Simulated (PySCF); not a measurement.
PySCF input (MN15/def2-TZVPD):

```python
from pyscf import gto, scf, dft

mol = gto.M(
    atom='''
    Ca   -0.40944060    0.54249696   -0.28492166
    Cl    1.85219330    0.08664783   -1.37536649
    Cl   -1.37049847   -0.72487955    1.71056845
    ''',
    basis='def2-tzvpd',
    charge=-1,
    spin=1,
    verbose=4,
)

mf = dft.UKS(mol, xc='mn15').density_fit(auxbasis='def2-universal-jkfit')
mf.grids.level = 4
mf.conv_tol = 1e-9
mf.max_cycle = 100
mf.max_memory = 1500
mf.kernel()
if not mf.converged:
    mf = mf.newton()
    mf.kernel(mf.make_rdm1())
for _ in range(2):
    mo, _, stable, _ = mf.stability(return_status=True)
    if stable:
        break
    mf.kernel(mf.make_rdm1(mo, mf.mo_occ))
mf.analyze()
```

Output:

```
PySCF version 2.14.0

[INPUT] verbose = 4
[INPUT] num. atoms = 3
[INPUT] num. electrons = 55
[INPUT] charge = -1
[INPUT] spin (= nelec alpha-beta = 2S) = 1
[INPUT] symmetry False subgroup None
[INPUT] Mole.unit = angstrom
[INPUT] Symbol           X                Y                Z      unit          X                Y                Z       unit  Magmom
[INPUT]  1 Ca    -0.409440600000   0.542496960000  -0.284921660000 AA   -0.773730598278   1.025170677809  -0.538423904356 Bohr   0.0
[INPUT]  2 Cl     1.852193300000   0.086647830000  -1.375366490000 AA    3.500138066754   0.163740667988  -2.599065987004 Bohr   0.0
[INPUT]  3 Cl    -1.370498470000  -0.724879550000   1.710568450000 AA   -2.589866762435  -1.369823822798   3.232505887822 Bohr   0.0

nuclear repulsion = 174.734267049829
number of shells = 46
number of NR pGTOs = 217
number of NR cGTOs = 128
basis = def2-tzvpd
ecp = {}

******** <class 'pyscf.df.df_jk.DFUKS'> ********
method = DFUKS
initial guess = minao
damping factor = 0
level_shift factor = 0
DIIS = <class 'pyscf.scf.diis.CDIIS'>
diis_start_cycle = 1
diis_space = 8
diis_damp = 0
SCF conv_tol = 1e-09
SCF conv_tol_grad = None
SCF max_cycles = 100
direct_scf = False
number electrons alpha = 28  beta = 27
XC library pyscf.dft.libxc version 7.1.2
    S. Lehtola, C. Steigemann, M. J. T. Oliveira, and M. A. L. Marques,  SoftwareX 7, 1–5 (2018)
XC functionals = mn15
    H. S. Yu, X. He, S. L. Li, and D. G. Truhlar,  Chem. Sci. 7, 5032–5051 (2016)
    H. S. Yu, X. He, S. L. Li, and D. G. Truhlar,  Chem. Sci. 7, 5032–5051 (2016)
radial grids:
    Treutler-Ahlrichs [JCP 102, 346 (1995); DOI:10.1063/1.469408] (M4) radial grids

becke partition: Becke, JCP 88, 2547 (1988); DOI:10.1063/1.454033
pruning grids: <function nwchem_prune>
grids dens level: 4
symmetrized grids: False
atomic radii adjust function: <function treutler_atomic_radii_adjust>
small_rho_cutoff = 0
Set gradient conv threshold to 3.16228e-05
tot grids = 87376
******** <class 'pyscf.df.df.DF'> ********
auxbasis = def2-universal-jkfit
init E= -1597.68039010194
  alpha nocc = 28  HOMO = -0.126773015657207  LUMO = -0.0166065961032294
  beta  nocc = 27  HOMO = -0.415985474035376  LUMO = -0.126773015657214

WARN: HOMO -0.126773015657207 >= LUMO -0.126773015657214

cycle= 1 E= -1597.88820568592  delta_E= -0.208  |g|= 0.353  |ddm|= 1.23
[...]
  beta  nocc = 27  HOMO = -0.172467395334385  LUMO = 0.102848004313348
  HOMO = 0.00486497331685  LUMO = 0.102848004313  gap/eV = 2.66625
Extra cycle  E= -1597.9796947929  delta_E= 2.27e-13  |g|= 2.02e-06  |ddm|= 2.31e-05
converged SCF energy = -1597.9796947929  <S^2> = 0.75088209  2S+1 = 2.0008819
uhf_internal: lowest eigs of H = [0.16051463 0.16108344 0.16693006]
<class 'pyscf.df.df_jk.DFUKS'> wavefunction is stable in the internal stability analysis
**** SCF Summaries ****
Total Energy =                       -1597.979694792899181
Nuclear Repulsion Energy =             174.734267049829128
One-electron Energy =                -2559.462785957681263
Two-electron Energy =                  786.748824114952868
Two-electron Coulomb Energy =          879.462393778028058
DFT Exchange-Correlation Energy =      -92.713569663075162
HOMO-LUMO gap [eV] =                     2.666254079855259
**** MO energy ****
                             alpha | beta                alpha | beta
MO #1   energy= -143.753583459455  | -143.753383286355  occ= 1 | 1
MO #2   energy= -100.12713336558   | -100.126958031767  occ= 1 | 1
MO #3   energy= -100.127127931663  | -100.126952558529  occ= 1 | 1
MO #4   energy= -14.8099151858696  | -14.8098264977918  occ= 1 | 1
MO #5   energy= -12.2953755652342  | -12.2961003455035  occ= 1 | 1
MO #6   energy= -12.2947253118336  | -12.2951795596706  occ= 1 | 1
MO #7   energy= -12.292954001475   | -12.2919674638006  occ= 1 | 1
MO #8   energy= -8.95094086372245  | -8.95071412676405  occ= 1 | 1
MO #9   energy= -8.95093195032946  | -8.95070510097114  occ= 1 | 1
MO #10  energy= -6.96359702684907  | -6.96335674817389  occ= 1 | 1
MO #11  energy= -6.96359536750346  | -6.9633550596542   occ= 1 | 1
MO #12  energy= -6.96327822117641  | -6.96316096843855  occ= 1 | 1
MO #13  energy= -6.96327476174338  | -6.96315747605531  occ= 1 | 1
MO #14  energy= -6.96315208047075  | -6.96302497958923  occ= 1 | 1
MO #15  energy= -6.96313692291898  | -6.96301008089607  occ= 1 | 1
MO #16  energy= -1.65483114078521  | -1.65074131080115  occ= 1 | 1
MO #17  energy= -0.971921427707828 | -0.966829793540655 occ= 1 | 1
MO #18  energy= -0.970806568250678 | -0.966018722961087 occ= 1 | 1
MO #19  energy= -0.965764073131493 | -0.963587070353856 occ= 1 | 1
MO #20  energy= -0.626486473743432 | -0.625333680291962 occ= 1 | 1
MO #21  energy= -0.623053204045644 | -0.621855864170113 occ= 1 | 1
MO #22  energy= -0.200217852334287 | -0.199444208370922 occ= 1 | 1
MO #23  energy= -0.188105831557982 | -0.186624204067757 occ= 1 | 1
MO #24  energy= -0.178598049044503 | -0.178448498333853 occ= 1 | 1
MO #25  energy= -0.176427686378086 | -0.176133256071235 occ= 1 | 1
MO #26  energy= -0.17605760405592  | -0.176072397212284 occ= 1 | 1
MO #27  energy= -0.172752266283678 | -0.172467395334385 occ= 1 | 1
MO #28  energy= 0.00486497331685243 | 0.102848004313348  occ= 1 | 0
MO #29  energy= 0.110476649017319  | 0.153236114031921  occ= 0 | 0
MO #30  energy= 0.128876196181387  | 0.156488083648223  occ= 0 | 0
MO #31  energy= 0.129518054494313  | 0.168183144209817  occ= 0 | 0
MO #32  energy= 0.159528986099707  | 0.181563222374117  occ= 0 | 0
MO #33  energy= 0.174775294339671  | 0.185779531483673  occ= 0 | 0
MO #34  energy= 0.175993397737281  | 0.189873189316704  occ= 0 | 0
MO #35  energy= 0.180710006309632  | 0.19309519026996   occ= 0 | 0
MO #36  energy= 0.192909675978599  | 0.200934556160106  occ= 0 | 0
MO #37  energy= 0.207922071559759  | 0.226575897849662  occ= 0 | 0
MO #38  energy= 0.219394060325398  | 0.226869183729277  occ= 0 | 0
MO #39  energy= 0.21993410786174   | 0.233915322166256  occ= 0 | 0
MO #40  energy= 0.223716400694768  | 0.238060745912311  occ= 0 | 0
MO #41  energy= 0.2288978676774    | 0.251383355259877  occ= 0 | 0
MO #42  energy= 0.240579762474898  | 0.25932449190424   occ= 0 | 0
MO #43  energy= 0.240589800951367  | 0.265264705832739  occ= 0 | 0
MO #44  energy= 0.252084824960723  | 0.270910884004239  occ= 0 | 0
MO #45  energy= 0.305255795521843  | 0.311191674286738  occ= 0 | 0
MO #46  energy= 0.325685561567392  | 0.325132609052013  occ= 0 | 0
MO #47  energy= 0.335481045451763  | 0.340380916340015  occ= 0 | 0
MO #48  energy= 0.343685093038373  | 0.346954449618357  occ= 0 | 0
MO #49  energy= 0.349454279416768  | 0.347603514155011  occ= 0 | 0
MO #50  energy= 0.360074791161121  | 0.358107470300593  occ= 0 | 0
MO #51  energy= 0.375437134416293  | 0.377729260911907  occ= 0 | 0
MO #52  energy= 0.380776146829462  | 0.381834488907144  occ= 0 | 0
MO #53  energy= 0.389914267098896  | 0.417104405605257  occ= 0 | 0
MO #54  energy= 0.402275855799557  | 0.428756219042039  occ= 0 | 0
MO #55  energy= 0.417370856155495  | 0.430936901247241  occ= 0 | 0
MO #56  energy= 0.417428722519234  | 0.432009558463423  occ= 0 | 0
MO #57  energy= 0.435958187445928  | 0.439057669673433  occ= 0 | 0
MO #58  energy= 0.441837984396127  | 0.455301963680012  occ= 0 | 0
MO #59  energy= 0.4539803286443    | 0.460306880519025  occ= 0 | 0
MO #60  energy= 0.464218851454953  | 0.466837783763911  occ= 0 | 0
MO #61  energy= 0.469391346253856  | 0.47613319591167   occ= 0 | 0
MO #62  energy= 0.4766557214382    | 0.483062126011155  occ= 0 | 0
MO #63  energy= 0.504126922267524  | 0.503812040263759  occ= 0 | 0
MO #64  energy= 0.676489608796532  | 0.676191389983277  occ= 0 | 0
MO #65  energy= 0.687892600136874  | 0.690630651775544  occ= 0 | 0
MO #66  energy= 0.694513894982866  | 0.692906385953684  occ= 0 | 0
MO #67  energy= 0.773026462413299  | 0.784190408048588  occ= 0 | 0
MO #68  energy= 0.814339289819425  | 0.812180556114323  occ= 0 | 0
MO #69  energy= 0.819029645222383  | 0.818271733924948  occ= 0 | 0
MO #70  energy= 0.822415333021213  | 0.821141736780536  occ= 0 | 0
MO #71  energy= 0.832073152025592  | 0.832796418488322  occ= 0 | 0
MO #72  energy= 0.834281399835914  | 0.833117171600515  occ= 0 | 0
MO #73  energy= 0.837605443120791  | 0.833974138052771  occ= 0 | 0
MO #74  energy= 0.84818515950727   | 0.844119243871036  occ= 0 | 0
MO #75  energy= 0.857544046701997  | 0.854914947188489  occ= 0 | 0
MO #76  energy= 0.860543487651525  | 0.862410045569377  occ= 0 | 0
MO #77  energy= 0.880589743322209  | 0.877574158364208  occ= 0 | 0
MO #78  energy= 0.911351188063179  | 0.915617831955554  occ= 0 | 0
MO #79  energy= 0.947665923672712  | 0.953339064892774  occ= 0 | 0
MO #80  energy= 1.03528768549594   | 1.04702044590668   occ= 0 | 0
MO #81  energy= 1.06382868879159   | 1.07910255247406   occ= 0 | 0
MO #82  energy= 1.129338741157     | 1.12204549478561   occ= 0 | 0
MO #83  energy= 1.19654568859642   | 1.20119753759962   occ= 0 | 0
MO #84  energy= 1.26062970453674   | 1.26373104649712   occ= 0 | 0
MO #85  energy= 1.48370514120199   | 1.50251656874003   occ= 0 | 0
MO #86  energy= 1.48559725335903   | 1.50301095372306   occ= 0 | 0
MO #87  energy= 1.50444323184232   | 1.50434427812929   occ= 0 | 0
MO #88  energy= 1.54042461047264   | 1.54775828037874   occ= 0 | 0
MO #89  energy= 1.62681583419551   | 1.62841343513248   occ= 0 | 0
MO #90  energy= 1.63372382523979   | 1.63621061934013   occ= 0 | 0
MO #91  energy= 2.09835474099178   | 2.09765292024944   occ= 0 | 0
MO #92  energy= 2.10153613909739   | 2.10065169227808   occ= 0 | 0
MO #93  energy= 2.10660070083416   | 2.10571059543954   occ= 0 | 0
MO #94  energy= 2.10772144795398   | 2.10636028598896   occ= 0 | 0
MO #95  energy= 2.13092321234559   | 2.13117701289479   occ= 0 | 0
MO #96  energy= 2.13927492804205   | 2.13988484651326   occ= 0 | 0
MO #97  energy= 2.14080079227048   | 2.14131759042723   occ= 0 | 0
MO #98  energy= 2.15024464000031   | 2.15062646706179   occ= 0 | 0
MO #99  energy= 2.18676365024307   | 2.18831759078836   occ= 0 | 0
MO #100 energy= 2.19380259520376   | 2.19456776590511   occ= 0 | 0
MO #101 energy= 2.26560947424035   | 2.26536571566059   occ= 0 | 0
MO #102 energy= 2.26623719153541   | 2.26626252315611   occ= 0 | 0
MO #103 energy= 2.26971278300981   | 2.26950617933337   occ= 0 | 0
MO #104 energy= 2.27130124732389   | 2.27087642712728   occ= 0 | 0
[...]
```
